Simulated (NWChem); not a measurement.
Molecule: 1,1,1,2-tetrafluoroethane (C₂H₂F₄); SMILES C(C(F)(F)F)F

```xyz
8

F     -0.0852     1.9422     0.0000
C      0.7685     0.8873     0.0000
C     -0.0126    -0.4091     0.0000
F     -0.7877    -0.5147     1.0759
F     -0.7877    -0.5147    -1.0759
F      0.8445    -1.4336     0.0000
H      1.4045     0.9092     0.8994
H      1.4045     0.9092    -0.8994
```
Atoms are numbered in this order, from 1.

Computed with NWChem. Pople sets run with spherical d functions. Structure relaxed at the PBE0/def2-SVP level.

Among these, which level gives the lowest value of “dipole (D)”?
(A) Hartree-Fock/3-21G
(B) Hartree-Fock/STO-3G
(C) Hartree-Fock/6-311G**
(D) Hartree-Fock/6-31G*

B, Hartree-Fock/STO-3G. Values: Hartree-Fock/STO-3G 1.35; Hartree-Fock/6-31G* 2.13; Hartree-Fock/6-311G** 2.28; Hartree-Fock/3-21G 2.44
